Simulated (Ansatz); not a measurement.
Consider the redistribution: `[CH3][GeH]([CH3])[C]#N` + `C#[C][InH2]` → `C#[C][GeH]([CH3])[CH3]` + `N#[C][InH2]`.

Program: Ansatz. Geometries: PBE0-D4/def2-TZVP. ΔE: electronic, gas phase. CBS: MP2 limit from def2 TZ/QZ plus the TZ coupled-cluster correction, frozen cores. Functionals use def2-TZVPP. Elements past krypton have def2 core potentials. For Ge, In outer-core shells are correlated without core-valence functions, which leaves a few kJ/mol of doubt a bond. Scalar relativity is left out up to krypton.

```json
{"species": "`[CH3][GeH]([CH3])[C]#N`", "PBE energy (Eh)": "-2249.80894"}
{"species": "`C#[C][InH2]`", "PBE energy (Eh)": "-267.97129"}
{"species": "`C#[C][GeH]([CH3])[CH3]`", "PBE energy (Eh)": "-2233.70839"}
{"species": "`N#[C][InH2]`", "PBE energy (Eh)": "-284.07292"}
```

(1) Work out ΔE.

Largest T1 diagnostic among the species: 0.015.

Answers

(1) ΔE = (-2233.70839) + (-284.07292) − (-2249.80894) − (-267.97129) = -0.00108 Eh = -2.8 kJ/mol. CCSD(T)/CBS gives -4.8 kJ/mol.
